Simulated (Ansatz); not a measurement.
Two isomers of C2H8GeO: A = `CO[CH2][GeH3]`, B = `C[CH](O)[GeH3]`.

Isolated molecules relaxed with PBE0-D4/def2-TZVP in Ansatz; ΔE leaves out vibrations. CCSD(T)/CBS is the MP2 limit (def2-TZVPP, def2-QZVPP) plus CCSD(T) − MP2 in def2-TZVPP, frozen cores. Functionals use def2-TZVPP. For Ge outer-core shells are correlated without core-valence functions, which leaves a few kJ/mol of doubt a bond. Scalar relativity is left out up to krypton. One conformer a species, not always the lowest.

Task: Which is lower in electronic energy at CCSD(T)/CBS, and by how much? (Best estimate.)

Result: Ansatz gave: B, by 11.8 kcal/mol.

Task: Give E(B) − E(A) in kcal/mol with CCSD(T)/def2-SVP, r2SCAN-D4, B2PLYP, BLYP-D4, MP2/def2-TZVPP, PBE0-D4, CCSD/def2-TZVPP. (Estimate.)

Result: The calculation gave: CCSD(T)/def2-SVP -9.8, r2SCAN-D4 -10.7, B2PLYP -10.0, BLYP-D4 -9.4, MP2/def2-TZVPP -12.0, PBE0-D4 -10.9, CCSD/def2-TZVPP -10.8. None reverses the order clearly.

Task: Does the order hold for the free energy at 298.15 K (harmonic terms from PBE0-D4)? (An estimate is asked.)

Result: The calculation gave: Yes: G(B) − G(A) = -11.6 kcal/mol, for one conformer each.

Largest T1 diagnostic: 0.011.

Leaving LDA and LC-ωPBE aside and taking each functional with its dispersion term where it has one, the values, not all of them listed here, spread over 1.9 kcal/mol, from PBE-QIDH to BLYP-D4. LDA lies −1.1 kcal/mol from PBE without D4. From BLYP to BHLYP (50 % exact exchange), in def2-TZVPP and without D4, E(B) − E(A) moves by −0.7 kcal/mol.
